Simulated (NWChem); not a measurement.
System: C4H3NS; SMILES C1=N[C@H](S1)C#C

The following NWChem deck was run.

```
start job
memory heap 200 mb stack 900 mb global 1100 mb
geometry units angstroms noautoz
  C     -0.258524    -2.713774     0.339711
  C     -0.025120    -1.588137    -0.077002
  C      0.252859    -0.269213    -0.590020
  N      1.416079     0.433988    -0.024809
  C      0.737344     1.444872     0.413999
  S     -0.953634     1.115789     0.008207
  H     -0.459696    -3.707513     0.715487
  H      0.260543    -0.240319    -1.700775
  H      1.136133     2.340089     0.925784
end
basis spherical
  * library def2-svp
end
dft
  xc mn15
  grid coarse
  iterations 150
  mulliken
end
task dft gradient
```

Excerpt of the output:

```
             Northwest Computational Chemistry Package (NWChem) 7.3.0
             --------------------------------------------------------

 C1  symmetry detected

                             Geometry "geometry" -> ""
                             -------------------------

 Output coordinates in angstroms (scale by  1.889725989 to convert to a.u.)

  No.       Tag          Charge          X              Y              Z
 ---- ---------------- ---------- -------------- -------------- --------------
    1 C                    6.0000    -0.25637277    -2.72473976     0.32657594
    2 C                    6.0000    -0.02446614    -1.59840092    -0.08907528
    3 C                    6.0000     0.25158102    -0.27860036    -0.60088069
    4 N                    7.0000     1.41975064     0.42170303    -0.04231933
    5 C                    6.0000     0.74551701     1.43240640     0.40378361
    6 S                   16.0000    -0.94875870     1.10652343     0.00932262
    7 H                    1.0000    -0.45616647    -3.71912391     0.70137937
    8 H                    1.0000     0.25134855    -0.24701992    -1.71158911
    9 H                    1.0000     1.14914799     2.32585547     0.91486170

 Effective nuclear repulsion energy (a.u.)     243.4186823050

                                 NWChem DFT Module
                                 -----------------

 Summary of "ao basis" -> "ao basis" (spherical)
 ------------------------------------------------------------------------------
       Tag                 Description            Shells   Functions and Types
 ---------------- ------------------------------  ------  ---------------------
 C                          def2-svp                 6       14   3s2p1d
 N                          def2-svp                 6       14   3s2p1d
 S                          def2-svp                 8       18   4s3p1d
 H                          def2-svp                 3        5   2s1p

            General Information
            -------------------
          SCF calculation type: DFT
          Wavefunction type:  closed shell.
          No. of atoms     :     9
          No. of electrons :    50
           Alpha electrons :    25
            Beta electrons :    25
          Charge           :     0
          Spin multiplicity:     1
          Use of symmetry is: off; symmetry adaption is: off
          Maximum number of iterations: 150
          AO basis - number of functions:   103
                     number of shells:    47
          Convergence on energy requested:  1.00D-06
          Convergence on density requested:  1.00D-05
          Convergence on gradient requested:  5.00D-04

              XC Information
              --------------
                         MN15 Method XC Functional
                     Hartree-Fock (Exact) Exchange  0.440
                          MN15 Exchange Functional  1.000
                        MN15 Correlation Potential  1.000

             Grid Information
             ----------------
          Grid used for XC integration:  coarse
          Radial quadrature: Mura-Knowles
          Angular quadrature: Lebedev.
          Tag              B.-S. Rad. Rad. Pts. Rad. Cut. Ang. Pts.
          ---              ---------- --------- --------- ---------
          C                   0.70       35          12.0       302
          N                   0.65       35          11.0       302
          S                   1.00       70          12.0       302
          H                   0.35       35          14.0       302
          Grid pruning is: on
          Number of quadrature shells:   350
          Spatial weights used:  Erf1

      Superposition of Atomic Density Guess
      -------------------------------------

 Sum of atomic energies:        -603.58857919

      Non-variational initial energy
      ------------------------------

 Total energy =    -606.654299
 1-e energy   =   -1310.073502
 2-e energy   =     460.000520
 HOMO         =      -0.281722
 LUMO         =      -0.011844

     ---------------------------------------------
      Total Density - Mulliken Population Analysis
     ---------------------------------------------

    Atom       Charge   Shell Charges
 -----------   ------   -------------------------------------------------------
    1 C    6     6.41   1.99  0.99  0.64  1.93  0.84  0.03
    2 C    6     5.77   1.99  0.98  0.22  1.92  0.62  0.04
    3 C    6     5.82   1.99  0.92  0.29  1.67  0.90  0.06
    4 N    7     7.62   1.99  1.09  0.62  2.42  1.47  0.03
    5 C    6     5.62   1.99  0.95  0.28  1.63  0.70  0.06
    6 S   16    16.11   2.00  1.99  1.21  0.68  5.94  1.73  2.51  0.05
    7 H    1     0.86   0.62  0.22  0.03
    8 H    1     0.88   0.67  0.19  0.02
    9 H    1     0.90   0.67  0.22  0.02

   convergence    iter        energy       DeltaE   RMS-Dens  Diis-err
 ---------------- ----- ----------------- --------- --------- ---------
 d= 0,ls=0.0,diis     1   -606.2202872673 -8.50D+02  1.53D-02  1.21D+00
 d= 0,ls=0.0,diis     2   -606.2118633951  8.42D-03  8.57D-03  1.21D+00
 d= 0,ls=0.0,diis     3   -606.3338426647 -1.22D-01  2.68D-03  1.33D-01
 d= 0,ls=0.0,diis     4   -606.3464849554 -1.26D-02  1.19D-03  2.05D-02
 d= 0,ls=0.0,diis     5   -606.3489420902 -2.46D-03  2.79D-04  5.22D-04
  Resetting Diis
 d= 0,ls=0.0,diis     6   -606.3490068042 -6.47D-05  9.99D-05  1.01D-04
 d= 0,ls=0.0,diis     7   -606.3490183821 -1.16D-05  1.03D-04  2.83D-05
 d= 0,ls=0.0,diis     8   -606.3490089497  9.43D-06  6.52D-05  1.05D-04
 d= 0,ls=0.0,diis     9   -606.3490220102 -1.31D-05  5.58D-06  4.15D-07
 d= 0,ls=0.0,diis    10   -606.3490220649 -5.46D-08  3.53D-06  1.12D-07

         Total DFT energy =     -606.349022064861
      One electron energy =    -1313.420951456390
           Coulomb energy =      518.443549212650
    Exchange-Corr. energy =      -54.790302126144
 Nuclear repulsion energy =      243.418682305024

 Numeric. integr. density =       49.999994629823

                       DFT Final Molecular Orbital Analysis
                       ------------------------------------

 Vector   23  Occ=2.000000D+00  E=-3.243923D-01
              MO Center=  1.5D-02, -1.5D+00,  5.1D-02, r^2= 3.2D+00
   Bfn.  Coefficient  Atom+Function         Bfn.  Coefficient  Atom+Function
  ----- ------------  ---------------      ----- ------------  ---------------
     6      0.373409  1 C  pz                20      0.341929  2 C  pz
     9      0.217105  1 C  pz                23      0.189176  2 C  pz
    46     -0.176410  4 N  px                94      0.145953  8 H  s
    34     -0.132447  3 C  pz                 5      0.130308  1 C  py
    19      0.127982  2 C  py                49      0.117763  4 N  px

 Vector   24  Occ=2.000000D+00  E=-3.118587D-01
              MO Center=  2.8D-01,  3.4D-02,  3.6D-02, r^2= 4.0D+00
   Bfn.  Coefficient  Atom+Function         Bfn.  Coefficient  Atom+Function
  ----- ------------  ---------------      ----- ------------  ---------------
    46      0.356783  4 N  px                81     -0.294290  6 S  px
    49     -0.241514  4 N  px                78     -0.241918  6 S  px
    83      0.199194  6 S  pz                32      0.197347  3 C  px
     4     -0.182498  1 C  px                45     -0.180112  4 N  s
    80      0.157061  6 S  pz                18     -0.146529  2 C  px

 Vector   25  Occ=2.000000D+00  E=-2.876069D-01
              MO Center= -3.2D-01,  6.6D-01, -3.0D-03, r^2= 3.2D+00
   Bfn.  Coefficient  Atom+Function         Bfn.  Coefficient  Atom+Function
  ----- ------------  ---------------      ----- ------------  ---------------
    83      0.451369  6 S  pz                80      0.332871  6 S  pz
    82     -0.323823  6 S  py                48      0.247684  4 N  pz
    79     -0.242326  6 S  py                51     -0.187186  4 N  pz
    77      0.183609  6 S  pz                 4      0.146223  1 C  px
    47     -0.138666  4 N  py                76     -0.133150  6 S  py

 Vector   26  Occ=0.000000D+00  E=-1.598927D-02
              MO Center= -4.5D-01,  2.4D-02, -7.6D-02, r^2= 4.1D+00
   Bfn.  Coefficient  Atom+Function         Bfn.  Coefficient  Atom+Function
  ----- ------------  ---------------      ----- ------------  ---------------
    31      0.666665  3 C  s                 82      0.656631  6 S  py
    59     -0.452186  5 C  s                 35     -0.351284  3 C  px
    83      0.341394  6 S  pz                36      0.284913  3 C  py
    32     -0.277773  3 C  px                79      0.264088  6 S  py
     7      0.250585  1 C  px                17     -0.216852  2 C  s

 Vector   27  Occ=0.000000D+00  E= 6.872772D-03
              MO Center=  7.3D-01,  8.3D-01,  1.3D-01, r^2= 2.8D+00
   Bfn.  Coefficient  Atom+Function         Bfn.  Coefficient  Atom+Function
  ----- ------------  ---------------      ----- ------------  ---------------
    65      0.515362  5 C  pz                62      0.411920  5 C  pz
    51     -0.394625  4 N  pz                48      0.359502  4 N  pz
    83     -0.242952  6 S  pz                95     -0.240237  8 H  s
    50      0.215523  4 N  py                61     -0.212647  5 C  py
    64     -0.213277  5 C  py                47     -0.164662  4 N  py

 Vector   28  Occ=0.000000D+00  E= 4.230594D-02
              MO Center= -1.1D-02, -1.1D+00,  2.7D-02, r^2= 4.4D+00
   Bfn.  Coefficient  Atom+Function         Bfn.  Coefficient  Atom+Function
  ----- ------------  ---------------      ----- ------------  ---------------
    45      0.651245  4 N  s                  9      0.384026  1 C  pz
    21     -0.374967  2 C  px                 7      0.364330  1 C  px
    63     -0.349557  5 C  px                81     -0.318744  6 S  px
    36     -0.307290  3 C  py                35     -0.302210  3 C  px
     3     -0.271636  1 C  s                  4      0.266627  1 C  px

     ---------------------------------------------
      Total Density - Mulliken Population Analysis
     ---------------------------------------------

    Atom       Charge   Shell Charges
 -----------   ------   -------------------------------------------------------
    1 C    6     6.43   1.98  0.90  0.78  2.02  0.73  0.02
    2 C    6     5.53   1.98  0.89  0.19  2.07  0.38  0.03
    3 C    6     6.11   1.98  0.91  0.25  2.05  0.85  0.06
    4 N    7     7.16   1.99  1.04  0.61  2.34  1.15  0.03
    5 C    6     5.96   1.98  0.92  0.28  2.02  0.70  0.06
    6 S   16    16.00   2.00  1.97  1.23  0.70  5.93  1.88  2.21  0.08
    7 H    1     0.98   0.74  0.21  0.03
    8 H    1     0.90   0.73  0.15  0.02
    9 H    1     0.94   0.74  0.18  0.02

     -------------------------------------------
      Total Density - Lowdin Population Analysis
     -------------------------------------------

    Atom       Charge   Shell Charges
 -----------   ------   -------------------------------------------------------
    1 C    6     6.03   1.97  0.62  0.36  1.82  1.21  0.05
    2 C    6     6.04   1.97  0.63  0.31  1.88  1.19  0.07
    3 C    6     6.03   1.96  0.60  0.32  1.85  1.16  0.13
    4 N    7     7.14   1.97  0.81  0.52  2.20  1.58  0.06
    5 C    6     6.08   1.96  0.63  0.35  1.82  1.17  0.14
    6 S   16    15.79   2.00  1.95  0.97  0.70  5.81  1.95  2.31  0.10
    7 H    1     0.96   0.60  0.28  0.07
    8 H    1     0.95   0.63  0.25  0.07
    9 H    1     0.98   0.64  0.28  0.07

     Multipole analysis of the density
     ---------------------------------

     L   x y z        total         alpha         beta         nuclear
     -   - - -        -----         -----         ----         -------
     0   0 0 0     -0.000000    -25.000000    -25.000000     50.000000

     1   1 0 0     -0.349536     -0.174768     -0.174768      0.000000
     1   0 1 0      0.019368      0.009684      0.009684      0.000000
     1   0 0 1     -0.037435     -0.018718     -0.018718      0.000000

     2   2 0 0    -34.450920    -78.319983    -78.319983    122.189046
     2   1 1 0      2.094307     -2.726939     -2.726939      7.548184
     2   1 0 1      0.260487     -0.135677     -0.135677      0.531841
     2   0 2 0    -24.261829   -213.518651   -213.518651    402.775473
     2   0 1 1      0.429989      0.264575      0.264575     -0.099162
     2   0 0 2    -29.708294    -29.324956    -29.324956     28.941618

            General Information
            -------------------
          SCF calculation type: DFT
          Wavefunction type:  closed shell.
          No. of atoms     :     9
          No. of electrons :    50
           Alpha electrons :    25
            Beta electrons :    25
          Charge           :     0
          Spin multiplicity:     1
          Use of symmetry is: off; symmetry adaption is: off
          Maximum number of iterations: 150
          AO basis - number of functions:   103
                     number of shells:    47
          Convergence on energy requested:  1.00D-06
          Convergence on density requested:  1.00D-05
          Convergence on gradient requested:  5.00D-04

              XC Information
              --------------
                         MN15 Method XC Functional
                     Hartree-Fock (Exact) Exchange  0.440
                          MN15 Exchange Functional  1.000
                        MN15 Correlation Potential  1.000

             Grid Information
             ----------------
          Grid used for XC integration:  coarse
          Radial quadrature: Mura-Knowles
          Angular quadrature: Lebedev.
          Tag              B.-S. Rad. Rad. Pts. Rad. Cut. Ang. Pts.
          ---              ---------- --------- --------- ---------
          C                   0.70       35          12.0       302
          N                   0.65       35          11.0       302
          S                   1.00       70          12.0       302
          H                   0.35       35          14.0       302
          Grid pruning is: on
          Number of quadrature shells:   350
          Spatial weights used:  Erf1

          Convergence Information
          -----------------------
          Convergence aids based upon iterative change in
          total energy or number of iterations.
          Levelshifting, if invoked, occurs when the
          HOMO/LUMO gap drops below (HL_TOL):  1.00D-02
          DIIS, if invoked, will attempt to extrapolate
          using up to (NFOCK): 10 stored Fock matrices.

                    Damping( 0%)  Levelshifting(0.5)       DIIS
                  --------------- ------------------- ---------------
          dE  on:    start            ASAP                start
          dE off:    2 iters        150 iters           150 iters

                            NWChem DFT Gradient Module
                            --------------------------

  charge          =   0.00
  wavefunction    = closed shell

                         DFT ENERGY GRADIENTS

    atom               coordinates                        gradient
                 x          y          z           x          y          z
   1 C      -0.484474  -5.149012   0.617139   -0.003407  -0.016106   0.005841
   2 C      -0.046234  -3.020540  -0.168328    0.004635   0.023142  -0.009099
   3 C       0.475419  -0.526478  -1.135500    0.002954  -0.014303   0.003928
   4 N       2.682940   0.796903  -0.079972    0.019472  -0.012025  -0.004079
   5 C       1.408823   2.706856   0.763040   -0.005397   0.007679   0.003474
   6 S      -1.792894   2.091026   0.017617   -0.019067   0.009449   0.002026
   7 H      -0.862030  -7.028125   1.325415   -0.000824  -0.004397   0.001699
   8 H       0.474980  -0.466800  -3.234434   -0.000465   0.000831  -0.006916
   9 H       2.171575   4.395230   1.728838    0.002099   0.005730   0.003127
```

Level: MN15/def2-SVP. Coordinates come from a PBE-D3(BJ)/def2-SVP optimisation.
